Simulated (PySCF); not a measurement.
Compound: CH3ClOSi (triplet state).
Geometry (PBE0-D3(BJ)/def2-SVP, Å), atoms numbered from 1 in this order:
```xyz
7
CH3ClOSi angstrom
C     -0.959    0.115   -0.033
O      0.044   -0.637    0.615
Si     1.581   -0.901    0.039
Cl     3.057    0.483    0.516
H     -1.029   -0.128   -1.107
H     -1.921   -0.119    0.445
H     -0.766    1.196    0.069
```

Jobs on this species (7 atoms, 48 electrons) with PySCF (density fitting). Hardware of each: Arm Neoverse V1, one thread, no GPU, on a shared host. Other jobs ran on the host; a repeat could differ by tens of per cent or more.

```
                                                                             level and settings                                         work  basis functions  SCF cycles  wall time
    UKS B3LYP, IGLO-III on C Cl O Si, pcH-1 on H, non-relativistic, mean-field spin-orbit, GIAO               unrestricted SCF, g, hyperfine              188           ?          ?
     UKS PBE0, IGLO-III on C Cl O Si, pcH-1 on H, non-relativistic, mean-field spin-orbit, GIAO               unrestricted SCF, g, hyperfine              188          13       26 s
UKS BHandHLYP, IGLO-III on C Cl O Si, pcH-1 on H, non-relativistic, mean-field spin-orbit, GIAO               unrestricted SCF, g, hyperfine              188          13       27 s
UKS CAM-B3LYP, IGLO-III on C Cl O Si, pcH-1 on H, non-relativistic, mean-field spin-orbit, GIAO               unrestricted SCF, g, hyperfine              188          14       39 s
       UKS HF, IGLO-III on C Cl O Si, pcH-1 on H, non-relativistic, mean-field spin-orbit, GIAO               unrestricted SCF, g, hyperfine              188          14       24 s
      UKS PBE, IGLO-III on C Cl O Si, pcH-1 on H, non-relativistic, mean-field spin-orbit, GIAO               unrestricted SCF, g, hyperfine              188          13      8.6 s
                                                             PBE0-D3(BJ)/def2-SVP, grid level 1  geometry optimisation from a GFN2-xTB start               79          62       28 s
```

Q: Fill in the missing figures.

A: 
- UKS B3LYP, IGLO-III on C Cl O Si, pcH-1 on H, non-relativistic, mean-field spin-orbit, GIAO; unrestricted SCF, g, hyperfine: 26 s, 13 SCF cycles

Q: What do all jobs in the table cost together?

A: About 3.0 min; the longest takes about 22 % of that, and about 4.5 times as long as the shortest.
